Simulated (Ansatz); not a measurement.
Single points on Ti₂O₂.

```yaml
crystal:
  periodic: [false, false, false]
  atoms:
    - {symbol: Ti, position_ang: [1.056989, -0.127153, 0.302337]}
    - {symbol: Ti, position_ang: [-1.058031, 0.095407, 0.310636]}
    - {symbol: O, position_ang: [0.143286, 1.377265, -0.235685]}
    - {symbol: O, position_ang: [-0.142235, -1.345518, -0.377278]}
basis:
  gaussian: {orbitals: def2-SVP, initial_orbitals: start.molden}
hamiltonian: {xc: pbe, dispersion: d4}
scf: {omitted_lower_state_checks: [starts]}
output: {orbitals: {seedname: orbitals}}
```

The file start.molden holds the orbitals of an earlier run on this structure, at another level or in another basis.

```sh
$ ansatz run in.yaml --threads 4 --pin off --events-out ev --progress --plain --max-ram 3916MiB
```

It prints (some lines left out):

```
Functional definition: PBE
1046 factors; their error is unknown
mean field evaluation 1: about -50301.0402 eV, gradient 1.3e1 eV
mean field evaluation 2: about -50301.5600 eV, gradient 5.8e-1 eV
mean field evaluation 4: about -50301.5308 eV, gradient 1.6e-1 eV
mean field evaluation 8: about -50301.5309 eV, gradient 2.0e-5 eV
mean field -50301.53085975 eV, -1848.5471634935 hartree, gradient 2.0e-5 eV, S^2 0.000000; 0 other end points of the search recorded, 0 dependent functions left out
reference -50301.53090866 eV, -1848.5471652910 hartree; 30, 30 occupied and 60, 60 virtual orbitals, 1046 factors
Total energy: -50301.65115792 eV, -1848.5515843699 hartree
Checks for a lower state left out: starts
```

Run time 1.2 s (4 threads of Arm Neoverse V1 on a shared host).

As the first input, with `gaussian: {orbitals: def2-TZVP, initial_orbitals: start.molden}`, `hamiltonian: {xc: {text: "exchange = 0.95*pbe_x + 0.05*exact_x\ncorrelation = pbe_c"}}` (abridged; 2.2 s):

```
Functional definition: unnamed
mean field -50312.49405551 eV, -1848.9500535068 hartree, gradient 2.9e-5 eV, S^2 0.000000
Total energy: -50312.49409840 eV, -1848.9500550829 hartree
Checks for a lower state left out: starts
```

The first input with `gaussian: {orbitals: 6-31G}`, `hamiltonian: {xc: {name: B3LYP}, dispersion: d4}` (abridged; 1.8 s):

```
Functional definition: B3LYP
mean field evaluation 16: about -50321.8685 eV, gradient 6.0e-3 eV
mean field -50321.86849042 eV, -1849.2945576353 hartree, gradient 4.8e-5 eV, S^2 0.000000
Total energy: -50322.06927889 eV, -1849.3019364757 hartree
Checks for a lower state left out: starts
```

As the first input, with `gaussian: {orbitals: def2-TZVPD, initial_orbitals: start.molden}`, `hamiltonian: {xc: pbe0, dispersion: d4}` (abridged; 3.2 s):

```
Functional definition: PBE0
mean field -50312.08302705 eV, -1848.9349484892 hartree, gradient 2.7e-5 eV, S^2 0.000000
Total energy: -50312.18326740 eV, -1848.9386322541 hartree
Checks for a lower state left out: starts
```

The first input with `gaussian: {orbitals: def2-TZVP, initial_orbitals: start.molden}`, `correlation: {method: mp2}` and without the key `hamiltonian` (abridged; 11 s):

```
Functional definition: HF
mean field -50247.66792296 eV, -1846.5677370760 hartree, gradient 3.0e-6 eV, S^2 0.000000; unrestricted orbitals would lower it
mean field evaluation 16: about -50247.6929 eV, gradient 8.9e0 eV
mean field evaluation 32: about -50249.3192 eV, gradient 9.4e-2 eV
unrestricted determinant -50249.31935834 eV, -1846.6284262069 hartree, S^2 1.5528
12 core orbitals not correlated: weight in the atoms' cores, before any rotation towards them, 1.000 or more for the frozen orbitals, at most 0.000 for the correlated occupied ones
second order -33.59151029 eV of doubles, -0.00000000 eV of singles
Total energy: -50281.25943324 eV, -1847.8022023099 hartree
Checks for a lower state left out: starts
```

As the first input, with `gaussian: {orbitals: def2-TZVP, initial_orbitals: start.molden}` (abridged; 1.6 s):

```
Functional definition: PBE
mean field -50312.67143467 eV, -1848.9565720704 hartree, gradient 3.5e-5 eV, S^2 0.000000
Total energy: -50312.79172879 eV, -1848.9609927979 hartree
Checks for a lower state left out: starts
```

As the first input, with `gaussian: {orbitals: 6-31G}`, `hamiltonian: {xc: hf}` (abridged; 0.95 s):

```
Functional definition: HF
mean field evaluation 16: about -50240.2797 eV, gradient 2.8e-2 eV
mean field evaluation 32: about -50240.7204 eV, gradient 5.3e-3 eV
mean field -50240.72044159 eV, -1846.3124218451 hartree, gradient 9.2e-6 eV, S^2 0.000000
Total energy: -50240.72044159 eV, -1846.3124218451 hartree
Checks for a lower state left out: starts
```

Geometry: PBE-D4/def2-SVP.

The 6-31G sets use Cartesian d functions. B3LYP takes the VWN-RPA correlation. Correlated methods freeze 12 core orbitals; core or outer-core shells of Ti are correlated, in sets that lack core-valence functions. The restricted singlet is unstable towards broken spin symmetry at other levels; at PBE-D4/def2-SVP, PBE with 5 % exact exchange/def2-TZVP, B3LYP-D4/6-31G, PBE0-D4/def2-TZVPD this wasn't settled. At MP2/def2-TZVP the restricted singlet (for correlated methods, its reference) is unstable: a solution with broken spin symmetry lies lower. The restricted singlet is unstable towards broken spin symmetry in Hartree–Fock (as tested in another run); at HF/6-31G this wasn't settled. The geometry of the singlet was relaxed on an unsound state (restricted singlet, unstable towards broken spin symmetry at other levels and untested here). The order of the spin states hangs on the level: the triplet lies 0.16 eV below the singlet at PBE0-D4/def2-TZVP, but 0.20 eV above it at PBE with 5 % exact exchange/def2-TZVP. The singlet is doubtful at PBE0-D4/def2-TZVP (restricted singlet, unstable towards broken spin symmetry). The triplet is doubtful at PBE0-D4/def2-TZVP (⟨S²⟩ 2.48, where a pure state has 2.00). The singlet is doubtful at PBE with 5 % exact exchange/def2-TZVP (restricted singlet, unstable towards broken spin symmetry at other levels and untested here). The structure comes from a short search, and lower isomers may exist.
